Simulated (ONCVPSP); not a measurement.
# Before and after: ONCV potential for phosphorus (P)

P, optimised norm-conserving Vanderbilt (ONCV), made with ONCVPSP 4.0.1 (PBE, scalar-relativistic). Core [He], reference 2s2 2p6 3s2 3p3. Waves: 2s+3s: rc 0.95 bohr, ncon 5, nbas 8, qcut 9.8 1/bohr, 2 projectors; 2p+3p: rc 0.85 bohr, ncon 4, nbas 7, qcut 12.7 1/bohr, 2 projectors; d scattering state at 0.22 Ha: rc 0.90 bohr, ncon 3, nbas 7, qcut 9.3 1/bohr, 2 projectors, debl 2.6 Ha. Local part: polynomial inside 0.80 bohr (lpopt 5, dvloc0 3 Ha). Core correction: Teter function, fcfact 3, rcfact 1.3.

Change: s: qcut 10.1; p: qcut 13.1; d: qcut 9.6.

Cutoffs: the cutoffs (Ha) at which the residual kinetic energy of the hardest occupied pseudo-wave falls to 1 and 0.1 mHa per electron; they do not see the model core or the augmentation charge, which bear on the density cutoff. Errors are all-electron minus pseudo energies relative to the spin-unpolarised reference configuration.

Problem. What does the change do?

Solution. The potential gets softer (166 Ha and 214 Ha → 120 Ha and 208 Ha); the errors of the 4 common tests hardly move; neither file shows a bound ghost.

```csv
quantity,base,changed
"cutoff, loose",166 Ha,120 Ha
"cutoff, tight",214 Ha,208 Ha
loose cutoff by channel,"s 36 Ha, p 166 Ha","s 36 Ha, p 120 Ha"
bound ghosts,none,none
GHOST(+) flags under 300 eV,none,none
"error for 2s2 2p6 3s2 3p2, meV [ΔE 9.73 eV]",+0.6,+0.6
"error for 2s2 2p6 3s2 3p1, meV [ΔE 28.88 eV]",+3.4,+3.3
"error for 2s2 2p6 3s2 3p0, meV [ΔE 58.62 eV]",+12,+12
"error for 2s2 2p6 3s2 3p2.5, meV [ΔE 3.77 eV]",+0.2,+0.2
s: phases at 0.96 bohr within 0.05 rad from the reference energy up to (Ha; the scan ends near 5),to the end of the scan,to the end of the scan
p: phases at 0.86 bohr within 0.05 rad from the reference energy up to (Ha; the scan ends near 5),to the end of the scan,to the end of the scan
d: phases at 0.91 bohr within 0.05 rad from the reference energy up to (Ha; the scan ends near 5),to the end of the scan,to the end of the scan
"rms error of d²Exc/dni dnj with the model core, mHa",1.54,1.59
```
